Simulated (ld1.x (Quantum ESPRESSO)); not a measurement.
# Which change was made? (Cd, TM)

* Element: Cd (Z = 48)
* Generator: ld1.x (Quantum ESPRESSO) 7.5
* Type: norm-conserving Troullier–Martins (Kleinman–Bylander form)
* Functional: PBEsol
* Relativity: scalar-relativistic
* Frozen core: [Kr]
* Valence charge: 12
* Reference configuration: 4d10 5s2 5p0
* Partial waves: 5p (bound, empty): rc 2.50 bohr; 4d (bound): rc 1.80 bohr; 5s (bound): rc 2.45 bohr
* Local potential: the s channel
* Core correction: a·sin(br)/r model core inside 1.75 bohr

Cutoffs, loose and tight: the cutoffs (Ry, on a coarse ladder) from which the occupation-weighted sum of valence levels, in a spherical-Bessel basis at the reference potential, stays within 10 and 1 mRy of its value at 400 Ry. They do not see the model core or the augmentation charge, which bear on the density cutoff. Test errors are all-electron minus pseudo excitation energies from the reference, over the configurations 4d10 5s1 5p0; 4d10 5s0 5p0; 4d9 5s0 5p0; 4d10 5s0 5p1; 4d9 5s2 5p1; 4d9 5s2 5p0; 4d10 5s1.5 5p0; variants that change the core or the reference have their own tests.

The base gives: outcome: generated; cutoff, loose: 70 Ry; cutoff, tight: 100 Ry; bound ghosts: none; largest test error (meV): -243.

(1) After one change the result is: outcome: generated; cutoff, loose: 45 Ry; cutoff, tight: 70 Ry; bound ghosts: none; largest test error (meV): -215. Which change was it?
A. wave 4d (bound): rc 1.80 bohr becomes 4d (bound): rc 1.92 bohr
B. wave 4d (bound): rc 1.80 bohr becomes 4d (bound): rc 2.54 bohr
C. wave 4d (bound): rc 1.80 bohr becomes 4d (bound): rc 1.22 bohr

Results:

(1) B. The others give: wave 4d (bound): rc 1.80 bohr becomes 4d (bound): rc 1.22 bohr → outcome: generated; cutoff, loose: 90 Ry; cutoff, tight: 120 Ry; bound ghosts: none; largest test error (meV): -245 | wave 4d (bound): rc 1.80 bohr becomes 4d (bound): rc 1.92 bohr → outcome: generated; cutoff, loose: 60 Ry; cutoff, tight: 100 Ry; bound ghosts: none; largest test error (meV): -241.
